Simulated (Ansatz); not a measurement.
A search over several starts for the lowest SCF solution of B(NCMe)H3 (C₂H₆BN) at the given spin, in a small basis.

```yaml
crystal:
  periodic: [false, false, false]
  atoms:
    - {symbol: B, position_ang: [0.000595, 0.005472, -2.085088]}
    - {symbol: N, position_ang: [-0.000402, 0.001567, -0.558809]}
    - {symbol: C, position_ang: [-0.000322, -0.001732, 0.598435]}
    - {symbol: C, position_ang: [-0.000574, -0.005366, 2.044958]}
    - {symbol: H, position_ang: [-1.033268, -0.039401, 2.424216]}
    - {symbol: H, position_ang: [0.487033, 0.904510, 2.426819]}
    - {symbol: H, position_ang: [0.544333, -0.884038, 2.422398]}
    - {symbol: H, position_ang: [1.176832, 0.007650, -2.423348]}
    - {symbol: H, position_ang: [-0.588252, 1.024068, -2.422227]}
    - {symbol: H, position_ang: [-0.585985, -1.012720, -2.427354]}
basis:
  gaussian: {orbitals: def2-SVP, initial_orbitals: start.molden}
hamiltonian: {xc: pbe0, dispersion: d4}
output: {orbitals: {seedname: orbitals}}
```

The file start.molden holds the orbitals of an earlier run on this structure, at another level or in another basis.

```sh
$ ansatz run in.yaml --threads 4 --pin off --events-out ev --progress --plain --max-ram 3916MiB
```

Output, abridged:

```
Functional definition: PBE0
990 factors; their error is unknown
mean field evaluation 1: about -4328.6777 eV, gradient 3.1e0 eV
mean field evaluation 2: about -4328.7083 eV, gradient 4.7e-2 eV
mean field evaluation 4: about -4328.7067 eV, gradient 9.9e-5 eV
mean field evaluation 8: about -4323.7330 eV, gradient 4.3e1 eV
mean field evaluation 16: about -4328.7067 eV, gradient 1.2e-1 eV
mean field -4328.70674502 eV, -159.0770387768 hartree, gradient 7.9e-6 eV, S^2 0.000000; 1 other end points of the search recorded, 0 dependent functions left out
reference -4328.70677404 eV, -159.0770398431 hartree; 15, 15 occupied and 71, 71 virtual orbitals, 990 factors
Total energy: -4328.81862996 eV, -159.0811504726 hartree
```

It took 2.4 s on 4 threads of Intel Xeon on a shared host.
